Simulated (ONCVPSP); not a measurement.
Sb: excitation energies, all-electron against ONCV

- Element: Sb
- Generator: ONCVPSP 4.0.1
- Type: optimised norm-conserving Vanderbilt (ONCV)
- Functional: PBE
- Relativity: scalar-relativistic
- Frozen core: [Ar] 3d10
- Valence charge: 23
- Reference configuration: 4s2 4p6 4d10 5s2 5p2.75 (charge +0.25)
- Partial waves: 4s+5s: rc 1.35 bohr, ncon 4, nbas 7, qcut 8.1 1/bohr, 2 projectors; 4p+5p: rc 1.50 bohr, ncon 4, nbas 8, qcut 10.1 1/bohr, 2 projectors; 4d: rc 1.30 bohr, ncon 4, nbas 9, qcut 12.3 1/bohr, 1 projector; f scattering state at 0.26 Ha: rc 1.15 bohr, ncon 3, nbas 6, qcut 11.3 1/bohr, 2 projectors, debl 2.6 Ha
- Local potential: polynomial inside 1.10 bohr (lpopt 4, dvloc0 2 Ha)
- Core correction: Teter function, fcfact 2.5, rcfact 1.35

Energies are relative to the spin-unpolarised reference configuration 4s2 4p6 4d10 5s2 5p2.75; without spin polarisation the order of configurations can differ from experiment.

```csv
valence configuration,charge,ΔE all-electron (eV),error AE − PS (meV)
4s2 4p6 4d10 5s2 5p1,+2,22.870,-5.1
4s2 4p6 4d10 5s1 5p3,+1,15.634,-3.3
```

Task: What are ΔE and the potential's error for 4s2 4p6 4d10 5s2 5p2?

Result: ΔE = 6.902 eV all-electron; the error (AE − PS) is -1.5 meV.

Task: What are ΔE and the potential's error for 4s2 4p6 4d10 5s2 5p3?

Result: ΔE = -1.416 eV all-electron; the error (AE − PS) is +0.3 meV.

Note: no bound ghost flagged; GHOST(+) flagged for s at 128.5 eV.
